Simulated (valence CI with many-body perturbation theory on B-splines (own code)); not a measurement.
The numbers below are computed, except where a source is named.
**Basis-set convergence for As XXVIII**

Level of theory: relativistic CI+MBPT: four valence electrons over a frozen Dirac-Fock core [He], a basis of 9 s, 9 p, 8 d, 6 f, 3 g, 1 h functions for each j, with the one-electron correlation potential Σ1 (screened to all orders), the two-electron term Σ2, the three-electron term Σ3, Breit, model QED; selected single and double excitations, second order for the rest, scaled by the run's own slope (own B-spline code, finite nucleus).

No measured spectrum was set against this ion. As an estimate, large intervals hold to a few tenths of a per cent, small ones and those within an open d or f shell to about a per cent. Among the levels kept, up to 510 cm⁻¹ of a level comes from second order outside the variational space, and about a tenth of that is noise between levels of different J, which matters for small intervals.

The reference run has the lowest level (2s^2 2p1/2^2) J=0 and an ionisation energy of 2942.39 eV. Its largest variational space holds 25915 state functions.

Levels are named by their leading jj configuration (3d3/2^4 stands for four electrons in 3d with j = 3/2), which in mixed levels can hold well under half, so a name can repeat and another be missing. Letters in brackets count levels of one name in rising energy.

Changed runs:
A. basis 6 s, 6 p, 5 d, 3 f, 1 g
B. basis 5 s, 5 p, 4 d, 2 f

Excitation energies of the reference run in cm⁻¹, and shifts in cm⁻¹:

| Level | Reference | A | B |
| --- | --- | --- | --- |
| (2s^2 2p1/2 2p3/2) J=1 | 256972 | -39 | -132 |
| (2s^2 2p1/2 2p3/2) J=2 | 328709 | +45 | +106 |
| (2s^2 2p3/2^2) J=2 | 641352 | +53 | +139 |
| (2s^2 2p3/2^2) J=0 | 814105 | +132 | +429 |
| (2s 2p1/2^2 2p3/2) J=2 | 916023 | -241 | -750 |
| (2s 2p1/2^2 2p3/2) J=1 | 1256710 | +70 | +250 |
| (2s 2p1/2 2p3/2^2) J=2 [a] | 1308470 | +14 | +61 |
| (2s 2p1/2 2p3/2^2) J=3 | 1402630 | +55 | +143 |
| (2s 2p1/2 2p3/2^2) J=0 | 1554810 | +79 | +302 |
| (2s 2p1/2 2p3/2^2) J=1 [a] | 1587000 | +74 | +269 |
| (2s 2p1/2 2p3/2^2) J=2 [b] | 1638920 | +111 | +362 |
| (2s 2p1/2 2p3/2^2) J=1 [b] | 1749560 | +141 | +501 |
| Ionisation energy (eV) | 2942.39 | -0.021 | -0.08 |
